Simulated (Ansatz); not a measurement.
Worked example: Cd(CH3)Cl + C2H5NO → Cd(CH3)(NH2) + C2H3ClO

Species: Cd(CH3)Cl, singlet; C2H5NO (acetamide) `CC(N)=O`, singlet; Cd(CH3)(NH2), singlet; C2H3ClO `CC(=O)Cl`, singlet. The partners trade Cl for NH2: Cd–Cl and C–NH2 bonds give way to Cd–NH2 and C–Cl.

Shapes, held fixed at every level: PBE0-D4/def2-TZVP. Flexible molecules stand in one conformer, not always the lowest. Programs: Ansatz 0.2.0. Electronic energies: no zero-point or thermal term.

At CCSD(T)/def2-TZVPP; 1 Eh = 2625.50 kJ/mol:

```
     species  energy (Eh)
   Cd(CH3)Cl  -667.173143
      C2H5NO  -208.896623
Cd(CH3)(NH2)  -263.265209
     C2H3ClO  -612.737375
```

Question: Work out ΔE of the reaction at this level.

Answer: 
1. Products less reactants: (-263.265209) + (-612.737375) − [(-667.173143) + (-208.896623)] = 0.067182 Eh = +176.4 kJ/mol.

Other levels give +182.0 (B2PLYP/def2-TZVPP) to +200.0 kJ/mol (CCSD/def2-SVP). No measured value is set beside it here. For atoms past krypton def2 sets carry core potentials with scalar relativity. Correlated rows may include outer-core shells of Cd, which these sets cover unevenly.
